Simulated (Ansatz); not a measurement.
Species: sum formula SiN₃H₇, charge 0, multiplicity 1. 
Structure (B3LYP-D3(BJ)/def2-TZVP (Ansatz, an electronic-structure program) minimum search):
SMILES: [SiH](N)(N)N
```xyz
11

N      0.0297     1.5786    -0.5506
Si    -0.1744     0.0871     0.2807
N     -0.8936    -0.9443    -0.8847
N      1.1470    -0.8289     0.8907
H      0.1251     2.4404    -0.0379
H      0.4957     1.6246    -1.4433
H     -0.9302     0.4669     1.5010
H     -0.9917    -1.9298    -0.7033
H     -1.6101    -0.5974    -1.5010
H      1.5436    -0.6160     1.7918
H      1.8278    -1.2457     0.2750
```
Charge 0, spin multiplicity 1.

Wanted: atomisation energy (electronic, to ground-state atoms), in kJ/mol. Correlated levels leave the core frozen unless marked. Open shells are spin-unrestricted. No spin-orbit coupling. Non-relativistic. The coupled-cluster limit lacks core correlation, which all-electron functionals hold. CBS(X,Y): correlation extrapolated as X^-3; Hartree-Fock from the larger set.

```json
[
 {"level": "HF/STO-3G", "program": "Ansatz", "atomisation energy (kJ/mol)": "2753.1"},
 {"level": "PBE0/STO-3G", "program": "Ansatz", "atomisation energy (kJ/mol)": "4031.9"}
]
```

Task: Predict the CCSD(T)/CBS(aug-cc-pV(T+d)Z,aug-cc-pV(Q+d)Z) result (Ansatz).

Result: 3844.6 kJ/mol
